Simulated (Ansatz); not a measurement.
System: CuF₂ (charge -1, singlet). 
Structure (B3LYP-D3(BJ)/def2-TZVP (Ansatz, a first-principles code) minimum search):
SMILES: [F][Cu-][F]
```xyz
3

Cu     0.0000     0.0000     0.0000
F      0.0000     0.0000    -1.8116
F      0.0000     0.0000     1.8116
```
Charge -1, spin multiplicity 1.

Wanted: vertical ionisation energy (to the doublet state of charge +0; each state is the SCF solution reached for its spin; for the singlet the Hartree-Fock reference is unstable and T1 is 0.026), in eV. Correlated levels leave the core frozen unless marked. Open shells are spin-unrestricted. No spin-orbit coupling. The frozen core is the preceding noble-gas configuration, with the filled d and f shells of earlier blocks. Non-relativistic. Anions need diffuse functions: def2-D sets add few. 

```
level               program  vertical ionisation energy (eV)
------------------  -------  -------------------------------
r2SCAN/def2-TZVPD    Ansatz                             3.62
B3LYP/def2-TZVPD     Ansatz                             3.80
BHLYP/def2-TZVPD     Ansatz                             2.98
wB97M-V/def2-TZVPD   Ansatz                             3.63
wB97X-V/def2-TZVPD   Ansatz                             3.65
CCSD(T)/def2-SVPD    Ansatz                             3.30
```
